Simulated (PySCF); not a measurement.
Species: C₂H₃BO₂.
SMILES: `C#CB(O)O`

Torsions of this conformer, `[CH:1]#[C:2][B:3]([OH:4])[OH:5]`: H–O4–B3–C2 180°, H–O5–B3–C2 180°.

The closed-shell ground state was solved at several levels (PySCF, density fitting, gas phase, non-relativistic). Geometry: GFN2-xTB, one conformer, isolated molecule.

| level | basis functions | total energy (Eh) | HOMO (eV) | LUMO (eV) | gap (eV) | dipole (D) |
| --- | --- | --- | --- | --- | --- | --- |
| PBE0/pcSseg-1 | 100 | -253.0450 | -8.06 | -0.26 | 7.80 | 2.58 |
| B3LYP/pcJ-1 | 165 | -253.3802 | -7.77 | -0.45 | 7.32 | 2.64 |

(1) Estimate the row for B3LYP/def2-SVPD, a basis of 130 functions; the other rows only guide the guess.

(2) Over all these levels, which gives the widest orbital gap and which the narrowest?

(3) How far do the dipole and the HOMO energy spread over the levels?

## Answers

(1) Total energy -253.1986 Eh, HOMO -7.88 eV, LUMO -0.68 eV, gap 7.20 eV, dipole 2.32 D.

(2) PBE0/pcSseg-1 (global hybrid, 25 % exact exchange) has the widest, 7.80 eV, and B3LYP/def2-SVPD (global hybrid, 20 % exact exchange) the narrowest, 7.20 eV. Functional and basis both differ between the two, so the spread mixes both effects.

(3) The dipole runs from 2.32 to 2.64 D (mean 2.51 D) and the HOMO from -8.06 to -7.77 eV.
